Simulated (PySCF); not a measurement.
Species: C4H6OSe.
Cartesian coordinates in Å at the PBE0-D3(BJ)/def2-SVP level; atoms count from 1:
```
atom  x, y, z in Å
C1    -2.5251    0.2203   -0.1511
C2    -1.2483    0.5417   -0.3867
C3    -0.0885   -0.1868    0.1387
Se4   -0.1485   -1.6389    1.1834
O5     1.0278    0.3919   -0.2755
C6     2.2819   -0.1295    0.1105
H7    -2.7720   -0.6439    0.4733
H8    -3.3395    0.8117   -0.5756
H9    -0.9914    1.4049   -1.0096
H10    3.0336    0.5220   -0.3510
H11    2.3795   -0.1272    1.2073
H12    2.3928   -1.1675   -0.2394
```

Theory: PySCF, TDDFT CAM-B3LYP/def2-SVPD, vertical, gas phase, core orbitals frozen in the response. Relativistic effects, spin–orbit coupling among them, are left out although an element past zinc is present.

Transition dipole moments from the ground state, in atomic units and in the frame of the coordinates above (overall signs are arbitrary), for the states with f of 0.002 or more among the lowest 9:

```tsv
state	E (eV)	μx	μy	μz
S2	4.079	0.493	-0.916	0.658
S3	5.713	0.021	-0.080	-0.110
S4	5.783	-0.315	-0.057	0.038
S5	5.878	1.202	-0.091	0.068
S6	6.198	-0.813	-0.034	0.024
S8	6.527	0.000	0.290	0.401
S9	6.715	-0.213	-0.235	0.167
```

(1) What oscillator strength does each state have?

(2) The point group is Cs. Which irreducible representation does each state belong to?

(3) Which bond between heavy atoms lies closest to the direction of the S5 transition dipole?

(4) What angle do the transition dipoles of S2 and S4 make?

(5) What peak molar absorption coefficient would the strongest computed level give as a lone Gaussian band 0.4 eV wide at half height?

## Answers

(1) f = (2/3) ΔE |μ|² with ΔE in hartree (27.2114 eV).

| state | \|μ\|² (au) | \|μ\| (D) | f |
| --- | --- | --- | --- |
| S2 | 1.515 | 3.13 | 0.151 |
| S3 | 0.019 | 0.35 | 0.003 |
| S4 | 0.104 | 0.82 | 0.015 |
| S5 | 1.456 | 3.07 | 0.210 |
| S6 | 0.663 | 2.07 | 0.101 |
| S8 | 0.245 | 1.26 | 0.039 |
| S9 | 0.128 | 0.91 | 0.021 |

(2) Polarised normal to the mirror plane, so A″: S3 and S8. Polarised in the mirror plane, so A′: S2, S4, S5, S6 and S9.

(3) O5–C6 and C1–C2, at 22° from it; next C2–C3 at 32°.

(4) |cos θ| = |μa·μb| / (|μa| |μb|) = 0.20, so θ ≈ 79° (taken between 0 and 90°, since the signs are arbitrary).

(5) ε(max) = 2.175×10⁸ f / FWHM, with the width in cm⁻¹. S5: 2.175×10⁸ × 0.2097 / 3226 ≈ 14000 L mol⁻¹ cm⁻¹.

The vertical ionisation energy (ΔSCF) is 8.32 eV, 1.60 eV above S9.

One conformer stands for the species.
